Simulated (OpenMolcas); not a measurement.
Computed levels of 3d4 in ions with 22 electrons, in cm-1 above 5D0.

```json
{"Program": "OpenMolcas 26.06", "Method": "CASSCF", "Basis": "ANO-RCC-VTZP", "Scalar Hamiltonian": "DKH2, point nucleus", "Spin-orbit coupling": "state interaction with AMFI integrals over the reference wave functions, term energies averaged over their components"}
```

Active space for each ion: 4 electrons in 5 orbitals (3d).

| Level | Fe4+ | Ni6+ | Cu7+ |
| --- | --- | --- | --- |
| 5D1 | 152 | 288 | 387 |
| 5D2 | 446 | 837 | 1115 |
| 5D3 | 870 | 1608 | 2123 |
| 5D4 | 1406 | 2564 | 3357 |
| 3H4 | 27194 | 33664 | 36786 |
| 3H5 | 27519 | 34296 | 37646 |
| 3H6 | 27875 | 34956 | 38517 |
| 3P0(1) | 29067 | 35329 | 38179 |
| 3P1(1) | 29976 | 37033 | 40442 |

Question: Estimate 5D4, 3H4, 3H5 for Co5+ from its neighbours Fe4+ and Ni6+.

Answer: 5D4 is fine structure, which grows about as the fourth power of a screened charge, so the fourth roots are averaged: ((1406^0.25 + 2564^0.25) / 2)^4 = 1920. The calculation gives 1977, so the estimate is off by -2.9 %; the measured value is 1782 (Sugar and Corliss, J. Phys. Chem. Ref. Data 10, 1097 (1981)).
3H4 is another term, which grows about linearly with the charge: (27194 + 33664) / 2 = 30429. The calculation gives 30836, so the estimate is off by -1.3 %; the measured value is 28377 (Sugar and Corliss, J. Phys. Chem. Ref. Data 10, 1097 (1981)).
3H5 is another term, which grows about linearly with the charge: (27519 + 34296) / 2 = 30908. The calculation gives 31307, so the estimate is off by -1.3 %; the measured value is 28806 (Sugar and Corliss, J. Phys. Chem. Ref. Data 10, 1097 (1981)).

Without dynamic correlation excited terms often stand tens of per cent too high (terms of higher spin than the ground term too low), and those without a measured partner can miss by more than the paired ones. Terms from blocks run as CI alone lack orbitals of their own. Computed and measured levels are paired by configuration, term and J; levels that our copy of the source lacks, or whose pairing is in doubt (as where it misses far off the trend of its configuration), stay unpaired and out of the deviations. Only configurations of the active space appear.

A number in round brackets counts repeated terms of one configuration in the order of the reference energies.
